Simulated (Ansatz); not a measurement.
Two isomers of C4H2F4: A = `F/C=C(F)/C(F)=C/F`, B = `FC1=C(F)[C@@H](F)[C@@H]1F`.

Calculated with Ansatz (gas phase, PBE0-D4/def2-TZVP geometries, no zero-point term in ΔE). CBS: MP2 limit from def2 TZ/QZ plus the TZ coupled-cluster correction, frozen cores. Functionals use def2-TZVPP. B3LYP here is the variant with VWN-RPA as its local correlation; programs differ in this. One conformer a species, not always the lowest.

Question: Which isomer does CCSD(T)/CBS put lower? Give the gap. (An estimate is asked.)

Answer: The calculation gave: B, by 1.0 kcal/mol.

Question: Give E(B) − E(A) in kcal/mol with CCSD(T)/def2-SVP, MP2/def2-TZVPP, BLYP-D4, PBE0-D4, B3LYP-D4, B2PLYP, r2SCAN-D4. (An estimate is asked.)

Answer: Ansatz gave: CCSD(T)/def2-SVP 1.5, MP2/def2-TZVPP -3.3, BLYP-D4 6.1, PBE0-D4 -2.8, B3LYP-D4 3.6, B2PLYP 1.5, r2SCAN-D4 1.5. The order is the other way round with CCSD(T)/def2-SVP, BLYP-D4, B3LYP-D4, B2PLYP, r2SCAN-D4.

Question: Does the order hold for the free energy at 298.15 K (harmonic terms from PBE0-D4)? (Estimate.)

Answer: Ansatz gave: No: G(B) − G(A) = +0.8 kcal/mol, for one conformer each.

Largest T1 diagnostic: 0.013.

From r2SCAN to r2SCAN0 (25 % exact exchange), in def2-TZVPP and without D4, E(B) − E(A) moves by −2.7 kcal/mol. Leaving LDA and LC-ωPBE aside and taking each functional with its dispersion term where it has one, the values, not all of them listed here, spread over 10.9 kcal/mol, from PBE-QIDH to BLYP-D4. LDA lies −2.5 kcal/mol from PBE without D4.
